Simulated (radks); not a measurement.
Species: Pb35+. Configuration: [Kr] 4d10 4f1.

All-electron calculation, Dirac Kohn-Sham, BLYP, spin-unpolarised, spherical densities, finite nucleus; open shells are shared between the two j in proportion to 2j + 1; Fermi nuclear charge, rms radius 5.5012 fm. Program: a radial shooting solver on a logarithmic mesh with Libxc functionals.

Energy parts (eV):
total: -551155.97
kinetic: 643870.79
electron-nucleus: -1327642.22
Hartree: 141739.40
exchange-correlation: -9123.93

Orbitals (lengths in bohr, moments of r in powers of bohr; <r^-3> diverges for s and p1/2):
| orbital | occ. | eigenvalue (eV) | <r^4> | <r^-3> | <r^2> | <r> |
|---|---|---|---|---|---|---|
| 1s1/2 | 2 | -89300.45 | 3.540e-07 | - | 0.0003576 | 0.01606 |
| 2s1/2 | 2 | -17095.25 | 0.00005077 | - | 0.005369 | 0.06694 |
| 2p1/2 | 2 | -16477.51 | 0.00002990 | - | 0.003776 | 0.05489 |
| 2p3/2 | 4 | -14288.94 | 0.00004825 | 23380 | 0.004959 | 0.06381 |
| 3s1/2 | 2 | -5148.157 | 0.001789 | - | 0.03445 | 0.1732 |
| 3p1/2 | 2 | -4870.438 | 0.001545 | - | 0.03127 | 0.1637 |
| 3p3/2 | 4 | -4376.845 | 0.002174 | 5594 | 0.03738 | 0.1795 |
| 3d3/2 | 4 | -3920.435 | 0.001417 | 977.6 | 0.02849 | 0.1560 |
| 3d5/2 | 6 | -3815.486 | 0.001567 | 799.0 | 0.03013 | 0.1608 |
| 4s1/2 | 2 | -2104.736 | 0.03080 | - | 0.1481 | 0.3626 |
| 4p1/2 | 2 | -1983.365 | 0.03099 | - | 0.1472 | 0.3601 |
| 4p3/2 | 4 | -1840.057 | 0.04064 | 1660 | 0.1691 | 0.3865 |
| 4d3/2 | 4 | -1643.688 | 0.03982 | 280.0 | 0.1639 | 0.3782 |
| 4d5/2 | 6 | -1614.402 | 0.04283 | 226.0 | 0.1703 | 0.3857 |
| 4f5/2 | 0.428571 | -1374.313 | 0.03473 | 57.62 | 0.1472 | 0.3592 |
| 4f7/2 | 0.571429 | -1366.172 | 0.03580 | 55.08 | 0.1496 | 0.3625 |
| 5s1/2 | 0 | -1123.598 | 0.3119 | - | 0.4816 | 0.6569 |
| 5p1/2 | 0 | -1068.637 | 0.3339 | - | 0.4963 | 0.6656 |
| 5p3/2 | 0 | -1015.079 | 0.4125 | 631.2 | 0.5530 | 0.7029 |

The highest occupied level is 4f7/2 at -1366.2 eV. The density falls to 0.001 e/bohr^3 at r = 1.08 bohr. For comparison, the ionisation energy in NIST's Atomic Spectra Database is 1430 eV (theoretical). In exact Kohn-Sham theory the highest level is minus the ionisation energy, but local and semilocal functionals leave it too shallow, through self-interaction and a potential that decays too fast; potentials with the right tail come closer. The electron density at the nucleus is 2.736e+06 e/bohr^3. Summed over all electrons, <r^2> = 3.707 bohr^2, which gives a Langevin (diamagnetic) susceptibility term of -2.94 x 10^-6 cm^3/mol.

Beside tabulated values, note that spin-unpolarised runs miss the spin-polarisation part of the exchange energy of open shells.
